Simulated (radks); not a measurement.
The hafnium ion Hf2+ inside a hard spherical wall (all orbitals vanish at R), configuration held at [Xe] 4f14 5d2 and not refilled when levels cross. All-electron calculation, scalar-relativistic Kohn-Sham, LDA (Slater exchange, VWN5 correlation), spin-polarised, spherical densities, point nucleus; open shells are filled with parallel spins first (spin-orbit coupling, left out, can overturn this in heavy ions). Program: a radial shooting solver on a logarithmic mesh with Libxc functionals. Eigenvalues in eV for spin up, with the zero of energy where the potential of the charges vanishes at infinity; a dash marks a level that is unbound or too diffuse for the functional's potential to be trusted. A positive occupied level is held by the wall or, in an anion where self-interaction has pushed it up, behind a barrier. The pressure on the wall is -dE/dV.

| R (bohr) | E (hartree) | kinetic (hartree) | e(5s) | e(5p) | e(4f) | e(6s, empty) | e(5d) | e(6p, empty) | pressure (GPa) |
|---|---|---|---|---|---|---|---|---|---|
| free | -15068.4214 | 16508.360 | -82.666 | -51.291 | -32.291 | -18.265 | -17.564 | -12.439 | 0 |
| 20 | -15068.4214 | 16508.360 | -82.666 | -51.291 | -32.291 | -18.265 | -17.564 | -12.439 | < 0.0001 |
| 15 | -15068.4214 | 16508.360 | -82.666 | -51.291 | -32.291 | -18.265 | -17.564 | -12.439 | < 0.0001 |
| 12 | -15068.4214 | 16508.360 | -82.666 | -51.291 | -32.291 | -18.265 | -17.564 | -12.438 | < 0.0001 |
| 6 | -15068.4181 | 16508.390 | -82.508 | -51.142 | -32.128 | -17.954 | -17.405 | -11.463 | 0.372 |
| 5 | -15068.4035 | 16508.486 | -82.092 | -50.755 | -31.691 | -16.891 | -16.917 | -9.248 | 2.77 |
| 3.5 | -15068.1901 | 16509.617 | -79.391 | -48.194 | -28.676 | -6.605 | -12.709 | 6.818 | 82.4 |
| 3 | -15067.7972 | 16511.683 | -76.450 | -45.161 | -25.183 | 6.495 | -7.529 | 24.576 | 344 |
| 2.5 | -15066.4730 | 16518.334 | -69.572 | -37.402 | -16.948 | 37.489 | 4.758 | 63.135 | 1780 |
| 1.5 | -15035.8533 | 16638.294 | 20.541 | 70.653 | 63.546 | 368.40 | 146.08 | 428.23 | 111000 |
